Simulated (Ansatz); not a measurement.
A structure relaxed at PBE-D4/def2-SVP in Ansatz, charge 0, singlet:

```tsv
atom	x (Å)	y (Å)	z (Å)
C1	-1.487	1.673	0.511
S2	-0.237	0.703	1.433
C3	1.444	1.381	1.179
C4	-0.040	-0.554	-0.037
C5	-0.331	-1.887	0.289
C6	-0.233	-2.896	-0.685
C7	0.157	-2.571	-1.993
C8	0.450	-1.236	-2.325
C9	0.351	-0.232	-1.349
H10	-2.015	1.014	-0.204
H11	-2.138	2.086	1.299
H12	-0.981	2.491	-0.040
H13	1.772	1.660	2.193
H14	2.090	0.623	0.697
H15	1.382	2.283	0.540
H16	-0.638	-2.135	1.319
H17	-0.463	-3.940	-0.422
H18	0.235	-3.358	-2.758
H19	0.758	-0.979	-3.350
H20	0.578	0.812	-1.624
O21	-0.417	2.086	2.848
H22	-0.238	2.976	2.478
```

(1) Give its formula, name or SMILES.

(2) Summarise the bond lengths by kind (pairs closer than 1.2 times the sum of covalent radii, bridged metal pairs left out).

## Answers

(1) dimethylphenylsulfonium hydroxide, `C[S+](C)c1ccccc1.[OH-]`.

(2) 6 × C–C 1.40 to 1.41 Å; 3 × C–S 1.83 to 1.94 Å; 1 × O–S 1.99 Å; 11 × C–H 1.10 to 1.11 Å; 1 × H–O 0.98 Å.
